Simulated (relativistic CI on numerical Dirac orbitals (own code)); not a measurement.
# Sensitivity of the levels of Dy²⁰⁺ to α and to the nuclear radius

These numbers are calculated, not measured: Dirac-Coulomb-Breit CI, separate exchange-only KLI orbitals for each configuration, derivatives by finite differences, unscaled Slater integrals, QED left out (own radial code, finite nucleus).

Configuration list (outside the closed core [Ar] 3d10): 4s²4p⁶4d¹⁰, 4s²4p⁶4d⁹4f, 4s²4p⁵4d¹⁰4f, 4s²4p⁶4d⁹5s, 4s4p⁶4d¹⁰4f, 4s²4p⁶4d⁹5p. Double excitations out of closed p, d and f shells are left out; levels of such configurations are missing from the list, as are those of other unlisted configurations, and high levels can miss mixing partners.

With x = (α/α₀)² − 1 an excitation energy changes as ω = ω₀ + qx; K = 2q/ω₀ is the relative enhancement. Terms are leading LS components, so labels can repeat. The field-shift factor is F = δν/δ⟨r²⟩ for the transition from the lowest level.

Lowest level 4s²4p⁶4d¹⁰ ¹S0.

| Level | ω₀ (cm⁻¹) | q (cm⁻¹) | K | F (GHz/fm²) |
| --- | --- | --- | --- | --- |
| 4s²4p⁶4d⁹4f ³P°0 | 1204659 | -5986 | -0.00994 | 10.8 |
| 4s²4p⁶4d⁹4f ³P°1 | 1214961 | 112 | 0.000184 | 10.9 |
| 4s²4p⁶4d⁹4f ³P°2 | 1235762 | 10770 | 0.0174 | 11.3 |
| 4s²4p⁶4d⁹4f ³H°5 | 1249708 | -4695 | -0.00751 | 11 |
| 4s²4p⁶4d⁹4f ³H°6 | 1250639 | 4321 | 0.00691 | 11.3 |
| 4s²4p⁶4d⁹4f ³F°2 | 1266534 | -2138 | -0.00338 | 11.1 |
| 4s²4p⁶4d⁹4f ³F°3 | 1267638 | -4038 | -0.00637 | 11.1 |
| 4s²4p⁶4d⁹4f ³G°4 | 1272483 | 618.3 | 0.000972 | 11.2 |
| 4s²4p⁶4d⁹4f ³F°4 | 1280330 | 8587 | 0.0134 | 11.4 |
| 4s²4p⁶4d⁹4f ³G°5 | 1292402 | 6706 | 0.0104 | 11.6 |
| 4s²4p⁶4d⁹4f ³D°1 | 1294238 | 26230 | 0.0405 | 11.8 |
| 4s²4p⁶4d⁹4f ³D°3 | 1298755 | 9984 | 0.0154 | 11.6 |
| 4s²4p⁶4d⁹4f ¹D°2 | 1315026 | 56360 | 0.0857 | 12.4 |
| 4s²4p⁶4d⁹4f ³H°4 | 1315874 | 47050 | 0.0715 | 12.2 |
| 4s²4p⁶4d⁹4f ³F°2 | 1329365 | 60280 | 0.0907 | 12.3 |
| 4s²4p⁶4d⁹4f ¹H°5 | 1335703 | 63950 | 0.0958 | 12.6 |
| 4s²4p⁶4d⁹4f ³G°3 | 1347642 | 63210 | 0.0938 | 12.6 |
| 4s²4p⁶4d⁹4f ³G°4 | 1357618 | 67730 | 0.0998 | 12.8 |
| 4s²4p⁶4d⁹4f ¹F°3 | 1365963 | 55350 | 0.081 | 12.6 |
| 4s²4p⁶4d⁹4f ¹P°1 | 1639252 | 30830 | 0.0376 | 13.4 |
| 4s²4p⁶4d⁹5s ³D3 | 1704701 | -225600 | -0.265 | 260 |
| 4s²4p⁶4d⁹5s ¹D2 | 1711066 | -224000 | -0.262 | 258 |
| 4s²4p⁶4d⁹5s ³D1 | 1770547 | -159600 | -0.18 | 261 |

At this charge energies of transitions that change n are usually good to better than 1 %, and those within a shell (Δn = 0) to a few per cent.
